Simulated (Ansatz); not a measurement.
Consider the formal hydrolysis of a B–Cl bond: `OB(Cl)Cl` + H₂O → `OB(O)Cl` + HCl.

Gas-phase electronic energies from Ansatz, PBE0-D4/def2-TZVP geometries. CBS: MP2 limit from def2 TZ/QZ plus the TZ coupled-cluster correction, frozen cores. This one scheme is used for every species. Functionals use def2-TZVPP. B3LYP here is the variant with VWN-RPA as its local correlation; programs differ in this. Each species was taken in one conformer, which may not be the lowest.

`OB(Cl)Cl`:

```xyz
5

O    -0.696    0.044   -0.842
B     0.099   -0.212    0.207
Cl    0.103   -1.819    0.887
Cl    1.131    1.035    0.902
H    -0.636    0.952   -1.153
```

H₂O:

```xyz
3

O     0.031    0.285    0.264
H     0.663   -0.414    0.082
H    -0.694    0.130   -0.346
```

`OB(O)Cl`:

```xyz
6

O     0.668   -0.748    0.528
B    -0.223    0.047   -0.115
O     0.062    1.339   -0.380
Cl   -1.796   -0.580   -0.631
H     0.354   -1.645    0.661
H     0.936    1.588   -0.064
```

HCl:

```xyz
2

Cl   -0.255   -0.320    0.492
H     0.255    0.320   -0.492
```

| level | ΔE (kJ/mol) | difference from CCSD(T)/CBS |
| --- | --- | --- |
| LDA (SPW92) | -50.6 | -4.6 |
| revPBE-D4 | -39.8 | 6.2 |
| BLYP-D4 | -47.2 | -1.2 |
| PBE0-D4 | -45.6 | 0.4 |
| B3LYP-D4 | -50.2 | -4.2 |
| ωB97X-V | -49.5 | -3.5 |
| BLYP | -50.5 | -4.5 |
| r2SCANh | -49.2 | -3.2 |
| BHLYP | -57.4 | -11.4 |
| RPA@PBE/def2-TZVPP | -49.7 | -3.7 |
| HF/def2-SVP | -68.6 | -22.6 |
| MP2/def2-SVP | -57.1 | -11.1 |
| HF/def2-TZVPP | -62.8 | -16.8 |
| CCSD(T)/def2-TZVPP | -50.1 | -4.1 |
| SCS-MP2/def2-QZVPP | -46.2 | -0.2 |
| HF/CBS(def2) | -62.9 | -16.9 |
| CCSD(T)/CBS | -46.0 | 0 |

Largest T1 diagnostic among the species: 0.011.

Leaving LDA and LC-ωPBE aside and taking each functional with its dispersion term where it has one, the values, not all of them listed here, spread over 15.7 kJ/mol, from CAM-B3LYP-D4 to revPBE-D4. LDA lies −6.8 kJ/mol from PBE without D4. In def2-TZVPP, CCSD(T) changes the Hartree–Fock value by +12.7 kJ/mol (the triples alone add +2.8 kJ/mol) and MP2 by +18.2 kJ/mol. At CCSD(T), def2-SVP lies −13.7 kJ/mol from the extrapolated value and def2-TZVPP −4.1 kJ/mol.
